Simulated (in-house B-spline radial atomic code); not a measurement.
Tc⁴⁺: [Kr] 4d2 5s1 (an excited or competing configuration)

Method: Dirac-Hartree-Fock, average of configuration, Fermi nucleus of rms radius 4.41117 fm. Calculated with an all-electron radial atomic-structure program (B-spline basis).

Effective charges: Z_r = [3n² - l(l+1)]/(2<r>) from the radius, Z_e = n√(-2ε) from the energy, and Slater's rules. Values are occupation-weighted means over j. An effective charge above Z reflects the relativistic contraction of the inner shells.

| shell | electrons | ε (eV) | <r> (bohr) | Z_r | Z_e | Slater |
| --- | --- | --- | --- | --- | --- | --- |
| 1s | 2 | -21229 | 0.03427 | 43.77 | 39.50 | 42.70 |
| 2s | 2 | -3153 | 0.1489 | 40.28 | 30.45 | 38.85 |
| 2p | 6 | -2822.4 | 0.1303 | 38.38 | 28.81 | 38.85 |
| 3s | 2 | -627.36 | 0.4123 | 32.74 | 20.37 | 31.75 |
| 3p | 6 | -515.56 | 0.4136 | 30.22 | 18.47 | 31.75 |
| 3d | 10 | -334 | 0.3976 | 26.41 | 14.86 | 21.85 |
| 4s | 2 | -140.91 | 1.04 | 23.07 | 12.87 | 15.25 |
| 4p | 6 | -105.71 | 1.134 | 20.28 | 11.15 | 15.25 |
| 4d | 2 | -60.323 | 1.401 | 14.99 | 8.42 | 6.65 |
| 5s | 1 | -43.246 | 2.451 | 15.30 | 8.91 | 6.50 |

The least bound orbital is 5s1/2 at -43.25 eV, and it is also the most diffuse (<r> = 2.451 bohr).

Spin-orbit splittings of the orbital energies (j = l + 1/2 above j = l - 1/2 when positive): 2p 119 eV, 3p 20.64 eV, 3d 3.913 eV, 4p 3.322 eV, 4d 0.3763 eV.

For the 1s electron the small component carries 2.46 % of the norm, the zero-frequency Breit interaction raises the level by 41.76 eV, self-energy by 22.91 eV, and vacuum polarisation lowers it by 2.692 eV.
